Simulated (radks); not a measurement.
Values are calculated unless marked as measured or tabulated.
Problem. Valence configurations of the ruthenium ion Ru+ (all share [Kr]). Level of theory: scalar-relativistic Kohn-Sham, PBEsol, spin-polarised, spherical densities, finite nucleus; open shells are filled with parallel spins first (spin-orbit coupling, left out, can overturn this in heavy ions); Fermi nuclear charge, rms radius 4.4809 fm (a radial shooting solver on a logarithmic mesh with Libxc functionals). Order these by energy: 4d5.5 5s0.5 5p1; 4d7; 4d6.5 5s0.5; 4d4 5s1.5 5p1.5; 4d6 5s1; 4d6 5p1; 4d5 5p2; 4d4 5s2 5p1.

Solution. From the lowest, in eV above it: 4d7 0.000; 4d6.5 5s0.5 0.283; 4d6 5s1 0.653; 4d6 5p1 5.771; 4d5.5 5s0.5 5p1 6.510; 4d5 5p2 13.070; 4d4 5s2 5p1 17.220; 4d4 5s1.5 5p1.5 19.088. NIST lists [Kr] 4d7 as the ground configuration; this level of theory agrees among the configurations tried. The energies are those of spherical high-spin densities, not of single terms.
